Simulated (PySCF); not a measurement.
**Highest orbital energy against ionisation energy along group 15**

Calculated with PySCF 2.14, no spin-orbit coupling. Each cell gives −ε(HOMO) / ΔSCF in eV; NIST values include spin-orbit coupling, (s) semi-empirical, (t) theoretical.

```tsv
species	UHF	LDA	PBE	PBE0	r2SCAN	NIST (lowest levels)
N²⁺ (aug-cc-pVQZ with one added diffuse shell each of s, p, d, f, g type, non-relativistic)	48.033 / 47.295	38.579 / 47.862	38.830 / 48.018	41.257 / 48.001	39.782 / 48.221	47.445 (s)
P²⁺ (aug-cc-pV(Q+d)Z with one added diffuse shell each of s, p, d, f, g type, non-relativistic)	29.984 / 29.589	24.813 / 30.209	24.961 / 30.248	26.376 / 30.269	25.418 / 30.381	30.203
As²⁺ (aug-cc-pVQZ-PP with one added diffuse shell each of s, p, d, f, g type with ECP10MDF, ECP)	27.819 / 27.487	23.132 / 28.134	23.121 / 27.976	24.464 / 28.035	23.629 / 28.266	28.349 ± 0.012
Sb²⁺ (aug-cc-pVQZ-PP with one added diffuse shell each of s, p, d, f, g type with ECP28MDF, ECP)	24.443 / 24.147	20.582 / 24.925	20.494 / 24.703	21.655 / 24.740	20.888 / 24.882	25.323
Bi²⁺ (aug-cc-pVQZ-PP with one added diffuse shell each of s, p, d, f, g type with ECP60MDF, ECP)	23.333 / 23.052	19.723 / 23.883	19.593 / 23.638	20.704 / 23.665	19.943 / 23.734	25.571
```

Problem. How far is −ε(HOMO) from ΔSCF on average for each method, and why?

Solution. UHF 0.41 eV; LDA -5.64 eV; PBE -5.52 eV; PBE0 -4.05 eV; r2SCAN -5.16 eV. Hartree-Fock orbital energies lack relaxation and so exceed the ΔSCF value; semilocal functionals have convex E(N) from self-interaction, so their HOMO lies far too high; exact exchange moves hybrids part of the way back.
